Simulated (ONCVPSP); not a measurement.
What one change does to a pseudopotential (rubidium (Rb), ONCV)

rubidium (Rb), optimised norm-conserving Vanderbilt (ONCV), made with ONCVPSP 4.0.1 (LDA (Perdew-Wang 92), scalar-relativistic). Core [Ar] 3d10, reference 4s2 4p6 5s1. Waves: 4s+5s: rc 1.95 bohr, ncon 4, nbas 8, qcut 6.8 1/bohr, 2 projectors; 4p: rc 2.10 bohr, ncon 3, nbas 8, qcut 5.4 1/bohr, 1 projector; d scattering state at 0.44 Ha: rc 2.20 bohr, ncon 4, nbas 8, qcut 4.8 1/bohr, 2 projectors, debl 3.3 Ha. Local part: polynomial inside 1.70 bohr (lpopt 5, dvloc0 2 Ha). Core correction: Teter function fitted to the true core (icmod 2), fcfact 0.4.

Change: local potential polynomial inside 1.70 bohr (lpopt 5, dvloc0 4.5 Ha).

Cutoffs: the cutoffs (Ha) at which the residual kinetic energy of the hardest occupied pseudo-wave falls to 1 and 0.1 mHa per electron; they do not see the model core or the augmentation charge, which bear on the density cutoff. Errors are all-electron minus pseudo energies relative to the spin-unpolarised reference configuration.

Task: Predict the effect on cutoff, ghosts and configuration errors.

Result: The potential gets neither clearly harder nor softer (15 Ha and 18 Ha → 15 Ha and 18 Ha); of the 4 tests that both files solve, the error grows in 1 and shrinks in 1 by more than 15 % and 0.3 meV (median size 2.3 → 2.1 meV); neither file shows a bound ghost.

```tsv
quantity	base	changed
cutoff, loose	15 Ha	15 Ha
cutoff, tight	18 Ha	18 Ha
bound ghosts	none	none
GHOST(+) flags under 300 eV	none	none
error for 4s2 4p6 5s0, meV [ΔE 4.27 eV]	+0.6	+0.5
error for 4s2 4p6 5s0.5, meV [ΔE 1.66 eV]	0.0	0.0
error for 4s2 4p6 5s0 5p1, meV [ΔE 1.62 eV]	+15	+3.8
error for 4s2 4p5 5s1, meV [ΔE 21.24 eV]	+3.9	-8.6
s: phases at 1.97 bohr within 0.05 rad from the reference energy up to (Ha; the scan ends near 5)	to the end of the scan	to the end of the scan
p: phases at 2.13 bohr within 0.05 rad from the reference energy up to (Ha; the scan ends near 5)	0.7	1.3
d: phases at 2.24 bohr within 0.05 rad from the reference energy up to (Ha; the scan ends near 5)	to the end of the scan	to the end of the scan
rms error of d²Exc/dni dnj with the model core, mHa	0.36	0.36
```
